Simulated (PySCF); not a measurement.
ClCs, charge +1, multiplicity 2. Atoms are numbered in the order given.

```xyz
2

Cs     0.0000     0.0000    -0.9855
Cl     0.0000     0.0000     3.1885
```
Charge +1, spin multiplicity 2.

Geometry: B3LYP-D3(BJ)/def2-TZVPD. The multiplicity is an assumed one; other spin states were not compared. The def2 effective core potentials stand for the cores of Cs; spin–orbit coupling is left out.

These are PBE0/def2-TZVPD (PySCF) values and carry that method's errors.

Mulliken values depend strongly on the basis, most of all with diffuse functions as here. ESP charges are fitted to the potential on shells at 1.4 to 2.0 van der Waals radii. Atomic charges (e):

```csv
atom,Mulliken,ESP fit,Mulliken spin
Cs1,0.99,[?],0.00
Cl2,0.01,[?],1.00
```

Complete the blanks. (An estimate is asked for; the answer gives what the named calculation found.)


- Cs1, ESP fit: 0.95
- Cl2, ESP fit: 0.05
